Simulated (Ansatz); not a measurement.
Ansatz (an electronic-structure program) input:
A basis named .json is the Basis Set Exchange file of that set.

Ansatz 0.2 input:
```yaml
crystal:
  periodic: [false, false, false]
  atoms:
    - {symbol: Se, position_ang: [-0.00000000, -0.00000000, -1.09408869]}
    - {symbol: Se, position_ang: [0.00000000, 0.00000000, 1.09408869]}
basis:
  gaussian:
    orbitals: aug-cc-pVQZ
    fitting: {mean_field: def2-universal-jkfit, correlation: aug-cc-pVQZ-RIFIT.json}
total_charge: 1
magnetization: {spin_polarized: true, initial_magnetization: 1}
correlation: {method: mp2, electrons: outside_noble_gas}
```

Problem. Predict the final energy.

Solution. -4799.74655 Eh (RI-MP2/aug-cc-pVQZ). The basis has 186 functions.

This state (charge 1, doublet) is run at the relaxed geometry of the species with charge 0 and multiplicity 3.

The determinant is spin-contaminated: <S^2> is 1.51 against 0.75 for a pure state.
